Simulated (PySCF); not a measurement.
From computed data to an observable: chemical shift, span and skew from a shielding tensor

C₄H₁₀BN, SMILES CNB(C)C=C. Atoms are numbered in the order given.

```xyz
16

C     -1.6910    -1.0725     0.8321
C     -1.1327     0.1472     0.7851
B     -0.0058     0.6211    -0.2070
C     -0.1724     2.0227    -0.9334
N      1.1391    -0.1501    -0.4630
C      1.5614    -1.4113     0.1132
H     -1.3497    -1.8897     0.1864
H     -2.5305    -1.3107     1.4954
H     -1.5727     0.9123     1.4422
H     -0.2559     2.8317    -0.1852
H      0.6563     2.2805    -1.6141
H     -1.1110     2.0540    -1.5142
H      1.7958     0.2172    -1.1454
H      0.9590    -1.6383     1.0023
H      1.4510    -2.2547    -0.5932
H      2.6210    -1.3731     0.4194
```

Coordinates come from a B3LYP-D3(BJ)/def2-SVP optimisation. The structure was generated by enumeration, and PubChem lists no compound with its InChIKey, so it may never have been made. One conformer was computed; it need not be the lowest.

GIAO shieldings from PBE0/pcSseg-1 (PySCF), non-relativistic, no solvent. The symmetric part of the tensor of N5 has the principal values 62.3, 185.6, 195.3 ppm. The same nucleus in NH3 has σ = 267.4 ppm at this level (PySCF, at its B3LYP-D3(BJ)/def2-TZVP geometry).

Q: Work out the isotropic shielding, the ¹⁵N shift against NH3, the span and the skew.

A: 
σ(iso) = (σ11 + σ22 + σ33)/3 = 147.7 ppm. δ = σ(ref) − σ(iso) = 267.4 − (147.7) = 119.7 ppm.
Span Ω = σ33 − σ11 = 133.0 ppm. Skew κ = 3(σ(iso) − σ22)/Ω = -0.85. Tumbling in solution averages the tensor to δ; in a static solid the shielding alone would spread this spin-1/2 line over Ω.
